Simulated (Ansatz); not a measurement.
Gas-phase electronic energies from Ansatz, PBE0-D4/def2-TZVP geometries. CCSD(T)/CBS is the MP2 limit (def2-TZVPP, def2-QZVPP) plus CCSD(T) − MP2 in def2-TZVPP, frozen cores. This one scheme is used for every species. def2 core potentials past Kr. For I outer-core shells are correlated without core-valence functions, which leaves a few kJ/mol of doubt a bond. Each species was taken in one conformer, which may not be the lowest.

Reaction (formal exchange of groups at the Al–C bond): `[CH3][AlH][C]#N` + `C=CI` → `[CH3][AlH]/[CH]=C/I` + `C#N`

```json
{"species": "`[CH3][AlH][C]#N`", "CCSD(T)/def2-TZVPP energy (Eh)": "-375.14525"}
{"species": "`C=CI`", "CCSD(T)/def2-TZVPP energy (Eh)": "-374.98057"}
{"species": "`[CH3][AlH]/[CH]=C/I`", "CCSD(T)/def2-TZVPP energy (Eh)": "-656.82709"}
{"species": "`C#N`", "CCSD(T)/def2-TZVPP energy (Eh)": "-93.27732"}
```

Problem. Work out ΔE.

Solution. ΔE = (-656.82709) + (-93.27732) − (-375.14525) − (-374.98057) = 0.02141 Eh = +0.58 eV. CCSD(T)/CBS gives +0.58 eV.

Largest T1 diagnostic among the species: 0.014.

From PBE to PBE0 (25 % exact exchange), in def2-TZVPP and without D4, ΔE moves by +0.04 eV. In def2-TZVPP, CCSD(T) changes the Hartree–Fock value by −0.15 eV (the triples alone add −0.03 eV) and MP2 by −0.18 eV. The D4 term adds −0.05 eV with B3LYP and −0.03 eV with PBE0; it sums over pairs of atoms, weighted by their polarisabilities, and B3LYP, whose exchange is more repulsive, gets the larger term.

B3LYP here is the variant with VWN-RPA as its local correlation; programs differ in this.
